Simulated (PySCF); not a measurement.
# Which proton of ethylgermane is most acidic?

Molecule: ethylgermane, `C[CH2][GeH3]` (C2H8Ge). Numbering: `[CH3:1][CH2:2][GeH3:3]`

Computed at ωB97X-D3(BJ)/ma-def2-TZVP // PBE0-D3(BJ)/ma-def2-SVP with PySCF (density fitting, grid level 2). The prefix ma- adds one diffuse s and one diffuse p function on all atoms but H. Zero-point and thermal terms (298.15 K, 1 bar) come from unscaled PBE0-D3(BJ)/ma-def2-SVP harmonic frequencies, with soft modes damped to free rotors in the entropy.

| site | product | ΔH(acid) / kcal/mol | ΔG(acid) / kcal/mol | gas share |
| --- | --- | --- | --- | --- |
| Ge3 (germanium) | `C[CH2][GeH2-]` | 369.9 | 362.3 | > 99.9 % |
| C2 (methylene carbon) | `C[CH-][GeH3]` | 400.6 | 392.9 | < 0.1 % |

ΔH and ΔG refer to AH → A⁻ + H⁺ in the gas phase. Shares are Boltzmann weights among the listed products; an error of 10 kJ/mol changes a ratio about 56-fold. Sites whose products fell apart, merged with another or lost in a GFN2-xTB screen aren't listed.

Of the listed sites Ge3 (germanium) is favoured in the gas phase, 30.6 kcal/mol ahead of C2 in free energy.

Vertical detachment energies of the anions: `C[CH-][GeH3]` 0.97 eV.

Measured values (NIST Chemistry WebBook, evaluated or the median of agreeing entries): deprotonation enthalpy (ΔH) 1532 kJ/mol (computed 1548, difference 16); gas-phase acidity (ΔG) 1500 kJ/mol (computed 1516, difference 16). These are compared with the most favourable site that keeps the skeleton.

Known limits: atoms from Ga to Kr are treated without relativity; C1 is not listed: the run failed or kept an imaginary mode, or the ion rearranged or equalled another.

Run with `OMP_NUM_THREADS=1 python redox_run.py task.json out` on 1 thread of Arm Neoverse V2, a shared host. Structures, frequencies and single points: 7.5 min of wall time.
